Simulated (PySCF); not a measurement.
Species: C6H6S.
Atom-mapped SMILES: `[CH2:1]=[CH:2][c:3]1[cH:4][cH:5][s:6][cH:7]1` (hydrogens: H8, H9 on C1; H10 on C2; H11 on C4; H12 on C5; H13 on C7)

The same species was optimised twice, with GFN2-xTB and with PBE0-D3(BJ)/def2-SVP (PySCF), and the same property calculations (PySCF, gas phase) were run on both structures.

| coordinate | GFN2-xTB | PBE0-D3(BJ)/def2-SVP | change |
| --- | --- | --- | --- |
| C4–C5 (Å) | 1.352 | 1.366 | +0.014 |
| C3–C7 (Å) | 1.368 | 1.379 | +0.011 |
| C1=C2 (Å) | 1.328 | 1.339 | +0.011 |
| C2–C3 (Å) | 1.450 | 1.460 | +0.010 |
| C3–C4 (Å) | 1.426 | 1.434 | +0.008 |
| C5–S6 (Å) | 1.723 | 1.720 | -0.003 |
| S6–C7 (Å) | 1.714 | 1.712 | -0.002 |
| C5–S6–C7 (°) | 90.8 | 91.7 | +0.9 |
| C1–C2–C3 (°) | 125.6 | 126.5 | +0.9 |
| C4–C5–S6 (°) | 112.2 | 111.8 | -0.4 |
| C3–C7–S6 (°) | 112.9 | 112.5 | -0.4 |
| C2–C3–C7 (°) | 122.6 | 122.8 | +0.2 |
| C2–C3–C4 (°) | 126.3 | 126.1 | -0.2 |
| C3–C4–C5 (°) | 113.0 | 112.9 | -0.1 |
| C4–C3–C7 (°) | 111.1 | 111.1 | 0.0 |
| C1–C2–C3–C4 (°) | 0 | 0 | 0 |

Rotational constants: A = 6769, B = 1481, C = 1215 MHz (GFN2-xTB) against A = 6689, B = 1463, C = 1200 MHz (PBE0-D3(BJ)/def2-SVP). Point groups within 0.08 Å: Cs and Cs.

On the GFN2-xTB structure: lowest singlet, TDDFT (eV) 5.39 [CAM-B3LYP/def2-SVPD]; lowest triplet, Tamm–Dancoff (eV) 3.32 [CAM-B3LYP/def2-SVPD]; isotropic polarisability (au) 90.0 [CAM-B3LYP/def2-SVPD]; HOMO (eV) -7.65 [CAM-B3LYP/def2-SVPD]; LUMO (eV) 0.26 [CAM-B3LYP/def2-SVPD]; dipole (D) 0.32 [CAM-B3LYP/def2-SVPD]; HOMO (eV) -6.49 [PBE0/pcSseg-1]; LUMO (eV) -0.78 [PBE0/pcSseg-1]; dipole (D) 0.29 [PBE0/pcSseg-1]; GIAO shielding of C1 (ppm) 68.6 [PBE0/pcSseg-1]; GIAO shielding of C2 (ppm) 48.3 [PBE0/pcSseg-1]; GIAO shielding of C3 (ppm) 41.6 [PBE0/pcSseg-1]; GIAO shielding of C4 (ppm) 59.7 [PBE0/pcSseg-1]; GIAO shielding of C5 (ppm) 52.0 [PBE0/pcSseg-1]; GIAO shielding of S6 (ppm) 283.8 [PBE0/pcSseg-1]; GIAO shielding of C7 (ppm) 53.5 [PBE0/pcSseg-1].

Problem. What do these properties become on the PBE0-D3(BJ)/def2-SVP structure?

Solution. 
```tsv
property	level	on GFN2-xTB	on PBE0-D3(BJ)/def2-SVP	change
lowest singlet, TDDFT (eV)	CAM-B3LYP/def2-SVPD	5.39	5.34	-0.05
lowest triplet, Tamm–Dancoff (eV)	CAM-B3LYP/def2-SVPD	3.32	3.26	-0.06
isotropic polarisability (au)	CAM-B3LYP/def2-SVPD	90.0	91.5	+1.5
HOMO (eV)	CAM-B3LYP/def2-SVPD	-7.65	-7.65	0.00
LUMO (eV)	CAM-B3LYP/def2-SVPD	0.26	0.21	-0.05
dipole (D)	CAM-B3LYP/def2-SVPD	0.32	0.29	-0.03
energy, GFN2-xTB geometry as zero (kcal/mol)	CAM-B3LYP/def2-SVPD	0.0	-0.8	-0.8
HOMO (eV)	PBE0/pcSseg-1	-6.49	-6.49	0.00
LUMO (eV)	PBE0/pcSseg-1	-0.78	-0.82	-0.04
dipole (D)	PBE0/pcSseg-1	0.29	0.26	-0.03
energy, GFN2-xTB geometry as zero (kcal/mol)	PBE0/pcSseg-1	0.0	-0.3	-0.3
GIAO shielding of C1 (ppm)	PBE0/pcSseg-1	68.6	65.6	-3.0
GIAO shielding of C2 (ppm)	PBE0/pcSseg-1	48.3	45.8	-2.5
GIAO shielding of C3 (ppm)	PBE0/pcSseg-1	41.6	39.6	-2.0
GIAO shielding of C4 (ppm)	PBE0/pcSseg-1	59.7	56.7	-3.0
GIAO shielding of C5 (ppm)	PBE0/pcSseg-1	52.0	50.7	-1.3
GIAO shielding of S6 (ppm)	PBE0/pcSseg-1	283.8	281.1	-2.7
GIAO shielding of C7 (ppm)	PBE0/pcSseg-1	53.5	52.3	-1.2
```

The heavy atoms differ by 0.015 Å rms after alignment. Among bonds between heavy atoms C4–C5 changes most (+0.014 Å). Changes are differences of the printed values. Neither structure is proved a minimum here.

Shape of the structure used: `[CH2:1]=[CH:2][c:3]1[cH:4][cH:5][s:6][cH:7]1`: C1–C2–C3–C4 0°.
